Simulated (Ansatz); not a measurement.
Ideal-gas functions of `[AsH2]C[TeH]` at 800 K and 1 bar, from an Ansatz frequency run at PBE0-D4/def2-TZVP.

Molar mass 219.57 g/mol, point group C1 (symmetry number 1), electronic degeneracy 1, moments of inertia 29.294, 554.831, 575.261 u Å². Harmonic wavenumbers (cm⁻¹, unscaled): 95, 108, 136, 490, 579, 640, 690, 789, 838, 993, 1034, 1086, 1418, 2143, 2184, 2194, 3116, 3194.

Use S(trans) = R[1.5 ln M + 2.5 ln T − 1.1517]; rotational temperatures θ = 24.2544 K / I; S(rot) = R[ln(√π/σ · √(T³/θAθBθC)) + 1.5]; for each mode x = 1.438777 ν̃/T, S = R[x/(eˣ − 1) − ln(1 − e⁻ˣ)] and H = RT x/(eˣ − 1); 1 cm⁻¹ = 0.0119627 kJ/mol; R = 8.31446 J/(mol·K).

Question: By hand: the entropy, in J/(mol·K).

Answer: Translation 196.6. Rotation: θ = 0.828, 0.0437, 0.0422 K, giving 127.6. Vibration, mode by mode: 23.02, 21.95, 20.04, 9.63, 8.34, 7.59, 7.03, 6.07, 5.65, 4.52, 4.26, 3.96, 2.47, 0.87, 0.82, 0.81, 0.20, 0.18, in all 127.4. Electronic 0.0. Sum 451.6 J/(mol·K).

Question: By hand: H − E and G − E in kJ/mol, counted from the electronic energy.

Answer: Zero-point energy ½ × 21727 × 0.0119627 = 130.0; thermal vibration 48.8; translation, rotation and pV give 4 RT = 26.6. H − E = 205.4 kJ/mol, and G − E = 205.4 − 800 × 451.6/1000 = -155.9 kJ/mol.

Vibration gives 28 % of the entropy, 65.0 J/(mol·K) of it from the modes under 150 cm⁻¹: soft modes count most, and the harmonic formula is weakest for them. The sum counts one conformer and one mirror image; others add a mixing term.
